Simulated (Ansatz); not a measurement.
`[NH2][In]([OH])[BH]S` at its PBE0-D4/def2-TZVP geometry, where that method's forces vanish. The species carries charge 0 and has multiplicity 1. In: def2 effective core potential.

```xyz
10

N    -0.5542    1.5050   -1.4335
In    0.0846   -0.1735   -0.5248
O    -0.3802   -1.6364   -1.8038
B     0.9122   -0.4719    1.5252
S     0.0997   -0.0658    3.0333
H    -0.7324    1.4544   -2.4257
H    -0.1631    2.4033   -1.1972
H    -0.1980   -2.5167   -1.4701
H     1.9919   -0.9496    1.7063
H    -1.0606    0.4511    2.5903
```

(1) What forces (eV/Å) does ωB97M-V/def2-TZVPP give on these atoms in Ansatz 0.2.0? (Best estimate.)

Answers

(1) Computed: 
```
N1   0.057 -0.007 -0.016
In2 -0.029  0.011  0.062
O3   0.033 -0.052  0.054
B4   0.142 -0.060 -0.051
S5  -0.107  0.048 -0.009
H6  -0.002  0.034  0.040
H7  -0.036 -0.020 -0.030
H8  -0.021  0.029 -0.049
H9  -0.148  0.066 -0.017
H10  0.111 -0.050  0.017
```
